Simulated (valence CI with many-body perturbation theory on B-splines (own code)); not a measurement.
The numbers below are computed, except where a source is named.
## Ag²⁵⁺: magnetic and hyperfine properties of the levels

Level of theory: valence CI with perturbative core correlation (CI+MBPT): four valence electrons over a frozen Dirac-Fock core [Ar], radial functions for each j: 9 s, 9 p, 10 d, 8 f, 5 g, 3 h, 1 i, with the one-electron correlation potential Σ1, the two-electron term Σ2, the three-electron term Σ3, Breit, model QED; selected CI, second order for the rest (own B-spline code, finite nucleus).

No measured levels were compared; by estimate terms of the open shell hold to 2 to 4 % of their energy, and close levels can change places. Core correlation moves these levels by up to 9400 cm⁻¹, and in measured spectra 5 to 20 % of such shifts remained as error; rates that hang on mixing are uncertain with them. Only levels of the ground parity were solved; by the run's estimate the other parity begins above the list, which can be wrong where configurations are misplaced.

A/g_I is the dipole constant over the nuclear g factor μ/I (μ in nuclear magnetons, uniformly magnetised nucleus), B/Q the quadrupole constant per barn. Both hold the static response of the core; the bare values leave it out. Large factors of s and p1/2 electrons are usually good to 5 to 10 %; those of open d and f shells near neutrality can be off by tens of per cent, and small factors of p3/2, d and f electrons come from cancelling terms and can be off by a factor of two or in sign, in half-filled shells by more. B is blank for J = 1/2, where it vanishes, and for nearly pure S terms. Energies count from the lowest level. Levels with J = 0 are left out.

Names give the largest LS component (configuration and term), which can be under half, so a name can repeat, a term be missing and a line seem to break the LS rules; names also repeat where a configuration has a term twice. Letters in brackets count levels of one name in rising energy.

```
       Level  E (cm⁻¹)      g  A/g_I (MHz)  A/g_I bare  B/Q (MHz/b)  B/Q bare
    3d4 5D_1     27939  1.496         -109         347         4550      4650
    3d4 5D_2     50102  1.465         3290        3700         3680      3760
    3d4 5D_3     66148  1.438         5760        6150        -2130     -2180
    3d4 5D_4     74397  1.356         8240        8550        -9650     -9880
    3d4 3H_4    115620  1.004        10400       10400         2710      2770
    3d4 3G_3    136980  0.909        11300       11200         2050      2090
3d4 3F_2 [a]    141200  0.825        10600       10500         4640      4750
    3d4 3H_5    144010  1.071        10200       10300         9370      9580
3d4 3P_1 [a]    146180  1.366         7850        8170         -543      -566
    3d4 3H_6    155050  1.116        10400       10500         9520      9730
    3d4 3G_4    169970  1.028        11300       11300        -5380     -5500
    3d4 3D_2    175780  1.252         7990        8220         1100      1120
3d4 3F_4 [a]    181540  1.138         8330        8480         1100      1130
3d4 3F_3 [a]    184150  1.171        10100       10300         3100      3170
3d4 3F_3 [b]    199870  1.085         7850        7960          282       289
3d4 3P_2 [a]    210440  1.147        11900       12000         2830      2890
    3d4 3G_5    211850  1.155         8730        8890        -6010     -6150
    3d4 3D_1    221730  0.648        13800       13600         3720      3810
    3d4 1I_6    222000  1.044        10300       10400        13300     13600
3d4 1G_4 [a]    249220  1.090         8630        8740         6560      6720
3d4 3P_2 [b]    256440  1.159         9330        9480         1620      1660
    3d4 1F_3    267160  1.059         9690        9770        10400     10700
3d4 3P_2 [c]    283990  1.253         8190        8420         4840      4960
3d4 3F_4 [b]    302380  1.161         7600        7760         1090      1110
3d4 3F_2 [b]    317330  0.875        12400       12300         9120      9320
3d4 3F_3 [c]    318420  1.066        10700       10800        13800     14100
3d4 3P_1 [b]    323180  1.478         1900        2330        -4950     -5060
3d4 1G_4 [b]    339300  1.049        10800       10900         6900      7060
    3d4 1D_2    412950  0.997        10100       10100       -15200    -15500
```

(1) Take the isotope of mass number 107, with I = 1/2, μ = -0.11352 μN. What is the hyperfine structure of 3d4 3G_3?

Results:

(1) From the table A = -2560 MHz. Shifts from the centre of gravity in MHz: F = 5/2: 5120, F = 7/2: -3840.
